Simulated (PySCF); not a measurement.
Method: PBE0 in PySCF with Zr def2-SVP with ECP28, F def2-SVP; scalar-relativistic core potentials, no spin–orbit coupling; density-fitted integrals. Open shells, if any, are unrestricted.

Question: What shape and geometry does isolated doublet ZrF₃ take (every ligand bound to Zr)?

Answer: Formally Zr is in oxidation state +3, d1, with 1 unpaired electron. The Mulliken spin on Zr is 1.05. The polar-tensor charge on Zr, 1.89, is below the formal one. The lowest minimum found is a doublet of D3h symmetry with Zr–F 1.903 Å (×3); F–Zr–F 120.0° (×3). Its harmonic wavenumbers are 72 (a2''), 157 (e'), 657 (a1'), 706 (e') cm⁻¹ and its dipole moment is 0.00 D.

Other isomers or separated fragments may lie lower. With open d or f shells other occupations or spin states may lie lower.
